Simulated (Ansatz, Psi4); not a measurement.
**AlClF2: a line through the functionals**

The species is AlClF2 (4 atoms), meant as a singlet with charge 0. As SMILES, `[F][Al]([F])[Cl]`. The coordinates come from a PBE0-D4/def2-TZVP relaxation.

The HOMO–LUMO gap y, in eV, basis def2-SVPD; a is the functional's share of exact exchange. Programs: Ansatz 0.2.0, Psi4 1.11.

```
functional  program     a  y (eV)
    revPBE     Psi4     0    6.23
       PBE     Psi4     0    6.16
     B3LYP     Psi4   0.2       ?
      PBE0     Psi4  0.25    8.48
   r2SCAN0   Ansatz  0.25    9.06
     BHLYP     Psi4   0.5   10.40
```

Question: Fit y = c + s·a to the known rows and predict B3LYP.

Answer: 
1. Means of the 5 rows: a = 0.2000, y = 8.066.
2. Σ(Δa)² = 0.175, Σ(Δa·Δy) = 1.519, so the slope is 1.519/0.175 = 8.68.
3. Intercept: 8.066 − (8.68) × 0.2000 = 6.330. The largest residual of the fit is 0.56.
4. B3LYP: 6.330 + (8.68) × 0.2 = 8.07 eV.

The run gave 7.84 eV, so the prediction is off by +0.23 eV, within the largest residual. Exact exchange lowers occupied levels and raises empty ones. The rows mix families of semi-local functionals, which the line can't see.
